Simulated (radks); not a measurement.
Spin polarisation of the 4f9 shell in Tb. Start: [Xe] 4f(up 4.5, down 4.5) 6s2; electrons of 4f are moved from spin down to spin up, other shells keep equal spins. Method: scalar-relativistic Kohn-Sham, BLYP, spin-polarised, spherical densities, point nucleus; computed with a radial shooting solver on a logarithmic mesh with Libxc functionals.

| moment (Bohr magnetons) | E - E(0) (eV) | e(4f up) (eV) | e(4f down) (eV) | 6s down minus up (eV) | 5p down minus up (eV) |
|---|---|---|---|---|---|
| 0 | 0.000 | -2.804 | -2.804 | 0.000 | 0.000 |
| 1 | -0.177 | -3.145 | -2.435 | 0.028 | 0.303 |
| 2 | -0.709 | -3.457 | -2.040 | 0.056 | 0.606 |
| 3 | -1.594 | -3.739 | -1.620 | 0.084 | 0.910 |
| 4 | -2.829 | -3.989 | -1.173 | 0.112 | 1.213 |
| 5 | -4.410 | -4.204 | -0.701 | 0.142 | 1.517 |

At moment 5 the spin-polarisation energy is -4.410 eV and the 4f exchange splitting 3.503 eV, that is 0.701 eV per Bohr magneton; E = -I m^2/4 would give I = 0.706 eV.
